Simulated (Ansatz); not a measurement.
The cluster Li₁₄⁺, relaxed as a doublet with UKS PBE/def2-SVP in Ansatz, starting from the GFN1-xTB geometry. Force threshold 0.02 eV/Å.

Another isomer (doublet) lies 0.07 eV lower at PBE0/def2-TZVP; other spin states weren't run for this one.

Start:

Cartesian coordinates in Å:
```
Li 1.686 -2.854 2.602
Li -2.451 1.606 -3.277
Li 0.199 1.893 -3.108
Li 1.927 -3.058 -0.041
Li -0.026 1.861 -0.471
Li -0.863 -2.183 2.895
Li -1.277 0.722 1.798
Li -1.523 3.522 -1.706
Li 0.412 -1.231 0.891
Li 1.604 -0.276 -1.458
Li -1.095 -0.196 -2.052
Li 2.985 -0.906 1.320
Li -2.701 1.406 -0.629
Li 1.122 -0.306 3.236
```

Problem. Estimate the energy that the relaxation releases and the steps that it takes.

Solution. 2.09 eV, in 25 steps; 51 s on 4 threads of Intel Xeon 6975P-C on a shared host. The force fell under the threshold at step 20, but the optimiser went on and released 0.011 eV more. No frequencies were taken in this run, so the end may be a saddle point.

Problem. Does the start keep its bonding?

Solution. Bonds lost: Li1–Li6, Li1–Li12, Li5–Li7, Li5–Li8, Li5–Li13, Li6–Li14, Li7–Li14 (atoms count from 1). Bonds formed: Li5–Li9, Li6–Li11, Li7–Li11, Li8–Li11, Li9–Li11 (atoms count from 1). Metal–metal contacts that move far: Li3–Li5 2.65 to 3.20 Å.

Problem. Predict the relaxed structure.

Solution. 
```xyz
14

Li    0.580   -2.207    3.044
Li   -2.798    1.447   -3.204
Li    0.271    2.141   -3.036
Li    1.671   -3.346    0.307
Li    1.354    1.780   -0.048
Li   -1.420   -2.213    0.432
Li   -1.271    0.638    1.730
Li   -1.697    2.810   -0.698
Li    0.895   -0.778    0.821
Li    1.824   -0.798   -1.768
Li   -0.981    0.266   -1.273
Li    3.544   -0.909    1.030
Li   -3.688    0.421   -0.356
Li    1.717    0.748    3.016
```
Bond lengths (bridged metal pairs left out): 18 × Li–Li 2.66 to 3.06 Å.
